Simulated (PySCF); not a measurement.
Germanium: a sound run and one with changed settings

Sound run: Ge [Ar] 3d10 4s2 4p2, Ge+ [Ar] 3d10 4s2 4p1. Computed with PySCF 2.14 in aug-cc-pVDZ-DK (6s5p3d, 36 functions), with the spin-free X2C one-electron Hamiltonian (Gaussian nucleus). In the sound run the correlated levels freeze [Ar] 3d10. The sound run starts from symmetry-adapted Hartree-Fock orbitals and uses a fine grid where one is needed.

Changed run: the non-relativistic Hamiltonian (point nucleus). This setting is unsound on purpose.

```csv
species,method,sound run (hartree),changed run (hartree),converged
Ge,UHF,-2096.95964,-2063.36994,yes
Ge,r2SCAN,-2098.60717,-2065.01833,yes
Ge,M06-L,-2098.54737,-2064.95792,yes
Ge,MP2,-2097.00059,-2063.41134,yes
Ge,CCSD(T),-2097.01755,-2063.42898,yes
Ge+,UHF,-2096.68721,-2063.09604,yes
Ge+,r2SCAN,-2098.31082,-2064.72061,yes
Ge+,M06-L,-2098.26642,-2064.67469,yes
Ge+,MP2,-2096.71839,-2063.12766,yes
Ge+,CCSD(T),-2096.73388,-2063.14393,yes
```

Ionisation energy of Ge:

| method | sound run (eV) | changed run (eV) |
| --- | --- | --- |
| UHF | 7.413 | 7.453 |
| r2SCAN | 8.064 | 8.101 |
| M06-L | 7.645 | 7.707 |
| MP2 | 7.679 | 7.719 |
| SCS-MP2 | 7.609 | 7.650 |
| CCSD | 7.707 | 7.744 |
| CCSD(T) | 7.719 | 7.757 |

Most of the change in total energy is the relativistic energy itself. On top of that the contraction fixes the core shape for the Hamiltonian it was made with, so the changed run is not a good calculation with the other Hamiltonian either.

For comparison, NIST gives 7.899 eV between the lowest levels.
